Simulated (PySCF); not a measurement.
Molecule: SMILES [S]([Zn][CH](C)C)C, singlet. Atoms near the plane z = 0.0 Å, at the GFN2-xTB optimised geometry (x, y, z in Å): Zn1 (-0.9, -0.6, 0.0), C2 (-2.1, 1.0, 0.0), H5 (-3.2, 0.8, 0.1), H11 (-0.6, 2.0, 1.1), S12 (1.5, -0.6, 0.0), C13 (2.1, -2.3, 0.1), H14 (1.8, -2.8, 1.0), H15 (3.2, -2.2, 0.1), H16 (1.8, -2.9, -0.8).

Computed with PBE0/def2-TZVP in PySCF. Cells within 0.4 Å of a nucleus heavier than hydrogen are left out (blank, or x). The values are rescaled to run from 0 to 1.

```
|222222222222222222222222222|
|222222222222222222222222222|
|222222222222222222222222222|
|222222222222222222222222222|
|222222222222222222222222222|
|222222222222222222222222222|
|222222222222222222222222222|
|222222222222222222222222222|
|222222222222222222222222222|
|222222222222222222222222222|
|22222354x322222222222222222|
|22222498x432222222222222222|
|222222444532222223322222222|
|222222234421223223332222222|
|22222223330x1343xx322222222|
|22222222331x0343xx222222222|
|222222222222233224322222222|
|222222222222223235433222222|
|222222222222222222x79422222|
|222222222222222224x56322222|
|222222222222222223222222222|
|222222222222222222222222222|
|222222222222222222222222222|
|222222222222222222222222222|
|222222222222222222222222222|
|222222222222222222222222222|
|222222222222222222222222222|
```
Scale: ten equal steps from 0.000 (start of '0') to 1.00 (end of '9'), in the order '0123456789'; x runs from -5.50 to 5.50, y from -5.50 (bottom) to 5.50 (top).

**Question.** Which quantity is mapped?
A. log10 of the electron density
B. Laplacian of the electron density
C. deformation density (molecule minus spherical neutral atoms)
D. electron localisation function

**Answer.** C, deformation density (molecule minus spherical neutral atoms). In full: deformation density (molecule minus spherical neutral atoms) (e/bohr³).
